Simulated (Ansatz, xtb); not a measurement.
## Two isomers of C5H7F3O

Structure a is `C/C(O)=C(\C)C(F)(F)F`, a singlet and structure b is `C/C(O)=C(/C)C(F)(F)F`, a singlet. Both are isolated molecules in the gas phase, relaxed with B3LYP/def2-SVP; the shapes shown needn't be the lowest conformers.

a (Å):

```
atom    x (Å)    y (Å)    z (Å)
   C   2.3883  -0.6427  -2.4634
   C   1.8146  -0.6890  -1.0767
   C   0.6315  -1.2681  -0.7353
   C  -0.3057  -1.9610  -1.6993
   C   0.0942  -1.2894   0.6651
   F   0.9103  -0.7050   1.5945
   F  -1.0890  -0.6503   0.7641
   F  -0.1202  -2.5455   1.1043
   O   2.6634  -0.0645  -0.2308
   H   1.7619  -1.1237  -3.2202
   H   2.5523   0.4091  -2.7488
   H   3.3783  -1.1269  -2.4580
   H   2.3165  -0.0869   0.6728
   H  -0.4305  -3.0239  -1.4330
   H  -1.3077  -1.5019  -1.6674
   H   0.0476  -1.9146  -2.7352
```

b (Å):

```yaml
atoms:
  - { symbol: C, position_ang: [-0.8831, -1.2808, -0.7319] }
  - { symbol: C, position_ang: [-0.2170, -0.1107, -0.0662] }
  - { symbol: C, position_ang: [1.0611, -0.0433, 0.3690] }
  - { symbol: C, position_ang: [1.6330, 1.1850, 1.0280] }
  - { symbol: C, position_ang: [1.9773, -1.2247, 0.2036] }
  - { symbol: F, position_ang: [2.1444, -1.5929, -1.0906] }
  - { symbol: F, position_ang: [1.5360, -2.3354, 0.8439] }
  - { symbol: F, position_ang: [3.2029, -0.9628, 0.6896] }
  - { symbol: O, position_ang: [-1.0168, 0.9802, 0.0993] }
  - { symbol: H, position_ang: [-0.2240, -2.1461, -0.8472] }
  - { symbol: H, position_ang: [-1.7625, -1.5959, -0.1425] }
  - { symbol: H, position_ang: [-1.2422, -0.9872, -1.7344] }
  - { symbol: H, position_ang: [-1.8967, 0.7934, -0.2508] }
  - { symbol: H, position_ang: [2.0007, 0.9636, 2.0439] }
  - { symbol: H, position_ang: [2.4900, 1.5858, 0.4610] }
  - { symbol: H, position_ang: [0.8695, 1.9686, 1.0997] }
```

Quicker runs give these differences E(b) − E(a): GFN2-xTB +1.04 kcal/mol; HF/STO-3G +1.21 kcal/mol (at GFN2-xTB geometries); r2SCAN-D4/def2-SVP +0.95 kcal/mol (at GFN2-xTB geometries).

Task: Estimate E(b) − E(a) at the level CCSD(T)/def2-SVP + ΔMP2/def2-TZVPP.

Result: CCSD(T)/def2-SVP + ΔMP2/def2-TZVPP gives E(b) − E(a) = +1.03 kcal/mol, slightly favouring structure a, which is too small a margin to settle the true order.

Level by level:

```json
{"level": "GFN2-xTB", "geometry": "GFN2-xTB", "E(b) − E(a) (kcal/mol)": "+1.04", "departure from the last row (kcal/mol)": "0.00", "job, with rough time for the two": "optimisation, 0.32 s"}
{"level": "HF/STO-3G", "geometry": "GFN2-xTB", "E(b) − E(a) (kcal/mol)": "+1.21", "departure from the last row (kcal/mol)": "+0.18", "job, with rough time for the two": "single point, 0.84 s"}
{"level": "r2SCAN-D4/def2-SVP", "geometry": "GFN2-xTB", "E(b) − E(a) (kcal/mol)": "+0.95", "departure from the last row (kcal/mol)": "−0.08", "job, with rough time for the two": "single point, 9.6 s"}
{"level": "B3LYP/def2-SVP", "geometry": "B3LYP/def2-SVP", "E(b) − E(a) (kcal/mol)": "+2.37", "departure from the last row (kcal/mol)": "+1.33", "job, with rough time for the two": "optimisation, 4.4 min"}
{"level": "HF/def2-SVP", "geometry": "B3LYP/def2-SVP", "E(b) − E(a) (kcal/mol)": "+1.71", "departure from the last row (kcal/mol)": "+0.68", "job, with rough time for the two": "part of the CCSD(T) run"}
{"level": "MP2/def2-SVP", "geometry": "B3LYP/def2-SVP", "E(b) − E(a) (kcal/mol)": "+1.77", "departure from the last row (kcal/mol)": "+0.74", "job, with rough time for the two": "part of the CCSD(T) run"}
{"level": "CCSD(T)/def2-SVP", "geometry": "B3LYP/def2-SVP", "E(b) − E(a) (kcal/mol)": "+1.64", "departure from the last row (kcal/mol)": "+0.61", "job, with rough time for the two": "single point"}
{"level": "CCSD(T)/def2-SVP + ΔMP2/def2-TZVPP", "geometry": "B3LYP/def2-SVP", "E(b) − E(a) (kcal/mol)": "+1.03", "departure from the last row (kcal/mol)": "", "job, with rough time for the two": "single point, 6.8 min"}
```

As drawn, both hold the same kinds of bond in the same numbers.

The largest departure from CCSD(T)/def2-SVP + ΔMP2/def2-TZVPP is that of B3LYP/def2-SVP, 1.33 kcal/mol. The last row adds to CCSD(T) the change of the MP2 difference between the two basis sets, here −0.61 kcal/mol.

With thermal terms from frequencies at re-optimised GFN2-xTB minima (ideal gas, soft modes damped towards free rotors, one conformer each, 298.15 K, 1 atm): the zero-point term adds −0.22 kcal/mol; ΔH is +0.91 and ΔG +0.75 kcal/mol.

The correlated steps freeze 9 core orbitals. Programs: Ansatz 0.2.0, xtb 6.7.1; the last row on 2 threads of Arm Neoverse V1 on a shared host.
